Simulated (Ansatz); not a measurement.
Computed with Ansatz on PBE0-D4/def2-TZVP structures; ΔE is electronic, products minus reactants. CCSD(T)/CBS adds triple-zeta CCSD(T) − MP2 to the extrapolated MP2 energy (def2 sets, frozen cores). This one scheme is used for every species. DFT in def2-TZVPP. def2 core potentials past Kr. For W outer-core shells are correlated without core-valence functions, which leaves a few kJ/mol of doubt a bond. Each species was taken in one conformer, which may not be the lowest.

`C[O][W]([NH2])(=[S])=[S]` + CH₄ → `[CH3][W]([NH2])(=[S])=[S]` + CH₃OH  (formal exchange of groups at a W–O bond)

`C[O][W]([NH2])(=[S])=[S]`:

```xyz
11

C     0.244   -1.797    1.174
O    -0.249   -0.822    0.289
W     0.255    0.856   -0.315
N    -1.068    1.505   -1.555
S     2.137    0.698   -1.303
S     0.378    2.179    1.350
H     0.326   -1.383    2.183
H    -0.451   -2.639    1.183
H     1.228   -2.142    0.844
H    -0.980    1.421   -2.557
H    -1.819    2.125   -1.293
```

CH₄:

Cartesian coordinates in Å:
```
C 0.000 0.000 0.000
H -0.940 0.501 -0.228
H -0.166 -0.751 0.772
H 0.725 0.732 0.355
H 0.382 -0.482 -0.899
```

`[CH3][W]([NH2])(=[S])=[S]`:

Cartesian coordinates in Å:
```
C 1.216 -0.892 -0.355
W -0.091 0.749 -0.159
N -1.637 0.103 0.776
S 0.980 2.199 0.967
S -0.548 1.355 -2.144
H 2.123 -0.588 -0.883
H 1.492 -1.266 0.634
H 0.727 -1.689 -0.923
H -2.489 -0.183 0.315
H -1.774 0.213 1.771
```

CH₃OH:

```xyz
6

C    -0.106   -0.197    0.277
O     0.801    0.483   -0.560
H     0.477   -0.646    1.082
H    -0.637   -1.001   -0.248
H    -0.846    0.476    0.727
H     0.310    0.885   -1.279
```

| level | ΔE (kcal/mol) | difference from CCSD(T)/CBS |
| --- | --- | --- |
| BHLYP-D4 | 29.7 | 2.6 |
| ωB97X-V | 29.1 | 2.0 |
| B2PLYP | 30.0 | 2.9 |
| revPBE | 28.9 | 1.8 |
| BLYP | 31.1 | 4.0 |
| r2SCAN0 | 28.9 | 1.8 |
| CAM-B3LYP | 30.3 | 3.2 |
| CCSD/def2-SVP | 29.0 | 1.9 |
| SCS-MP2/def2-QZVPP | 27.8 | 0.7 |
| MP2/CBS(def2) | 27.8 | 0.7 |
| CCSD(T)/CBS | 27.1 | 0 |

Largest T1 diagnostic among the species: 0.022, so the coupled-cluster value is less sure than usual.

From BLYP to BHLYP (50 % exact exchange), in def2-TZVPP and without D4, ΔE moves by −1.9 kcal/mol. At CCSD(T), def2-SVP lies +3.0 kcal/mol from the extrapolated value and def2-TZVPP +0.5 kcal/mol.
